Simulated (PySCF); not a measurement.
Ga(Br)(OH)2 (BrGaH2O2), SMILES [OH][Ga]([OH])[Br].

Coordinates come from a PBE0-D3(BJ)/def2-SVP optimisation. The structure was generated by enumeration; whether it is a known compound was not checked. Other conformers were not sampled.

Level of theory: PBE/def2-TZVP in PySCF.

Symmetry labels are those of the subgroup Cs that the program uses (full group Cs).

List the valence orbital energies around the gap with their symmetry. (An estimate is asked for; the answer gives what the named calculation found.)


| orbital | symmetry | energy (eV) |
|---|---|---|
| HOMO−7 | A' | -11.95 |
| HOMO−6 | A' | -10.00 |
| HOMO−5 | A' | -8.49 |
| HOMO−4 | A' | -8.28 |
| HOMO−3 | A" | -8.27 |
| HOMO−2 | A" | -7.49 |
| HOMO−1 | A" | -7.44 |
| HOMO | A' | -7.36 |
| LUMO | A' | -2.24 |
| LUMO+1 | A" | -1.18 |
| LUMO+2 | A' | 0.26 |
| LUMO+3 | A' | 0.53 |
